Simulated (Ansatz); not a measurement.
Species: sum formula YOCl, net charge 0, singlet state. SMILES: [O]=[Y][Cl]
Geometry: optimised at B3LYP-D3(BJ)/def2-TZVP (Ansatz, a program for electronic structure).

CCSD(T) with Ansatz in growing basis sets, 16 correlated electrons. Correlated levels leave the core frozen unless marked. UHF or UKS for open shells. Spin-orbit coupling is left out. Frozen are the shells of the preceding noble gas and the d and f shells that filled before the atom's block. In def2 rows, elements after Kr have scalar-relativistic effective core potentials. Costs are ratios of core time to the smallest set, on shared machines of one kind, and rough; they hold the program's checks for lower states.

| basis | functions | cost over smallest | E(corr) (Eh) | electronic atomisation energy (kcal/mol) |
|---|---|---|---|---|
| def2-TZVPP | 129 | 1× | -0.5370 | 266.5 |
| def2-QZVPP | 208 | 4× | -0.5791 | 274.1 |

Formally CCSD grows as o²v⁴ and (T) as o³v⁴; with o = 8 and v going from 111 to 190 both grow 9-fold in the last step, while integrals and the mean field grow more slowly. That step adds 42.1 mEh of correlation energy and 7.7 kcal/mol to the atomisation energy.
